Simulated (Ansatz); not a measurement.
Job for Ansatz (a quantum-chemistry and plane-wave program): R-wB97X-V/def2-TZVPP on F4MoO (SMILES [O]=[Mo]([F])([F])([F])[F]). Elements past Kr take the def2 small-core potentials; no spin–orbit coupling.

Ansatz 0.2 input:
```yaml
crystal:
  periodic: [false, false, false]
  atoms:
    - {symbol: Mo, position_ang: [0.05065447, -0.00048623, -0.00001151]}
    - {symbol: F, position_ang: [-0.43750800, 0.00922675, 1.77995877]}
    - {symbol: F, position_ang: [-0.43733743, -0.00214816, -1.78006635]}
    - {symbol: O, position_ang: [1.70250364, -0.01346086, 0.00002168]}
    - {symbol: F, position_ang: [-0.42491825, 1.78284911, -0.00561484]}
    - {symbol: F, position_ang: [-0.45329444, -1.77598061, 0.00571225]}
basis:
  gaussian:
    orbitals: def2-TZVPP
hamiltonian:
  xc: {name: wB97X-V}
scf: {lower_state_search: off}
```

Task: Predict the final total energy.

Result: -543.0340 hartree.

Task: How many basis functions does it have, and what does it roughly cost on one machine?

Result: 211 functions; roughly 7 core-seconds.
